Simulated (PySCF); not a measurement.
Ionisation energy of Pb²⁺ by level of theory

Pb²⁺ [Xe] 4f14 5d10 6s2 (1S) → Pb³⁺ [Xe] 4f14 5d10 6s1 (2S), as a difference of total energies. All numbers are calculated (PySCF 2.14, a scalar-relativistic core potential, in def2-TZVPPD with the def2 core potential (60 electrons) (7s5p4d2f, 56 functions)). Correlated levels: valence and next inner shell: nothing frozen outside the core potential. The calculations carry no spin-orbit coupling.

```
                                method  ionisation energy (eV)
                                   UHF                  29.764
    MP2 (valence and next inner shell)                  31.863
SCS-MP2 (valence and next inner shell)                  31.748
   CCSD (valence and next inner shell)                  31.533
CCSD(T) (valence and next inner shell)                  31.606
```

Errors of the correlated levels include the incompleteness of this basis.

Question: Which method comes closest to the reference value, and which is furthest?

Answer: The reference is 31.937 eV (measured; NIST Atomic Spectra Database, ionization energies). Closest: MP2 (valence and next inner shell) (error -0.074 eV); furthest: UHF (error -2.173 eV).
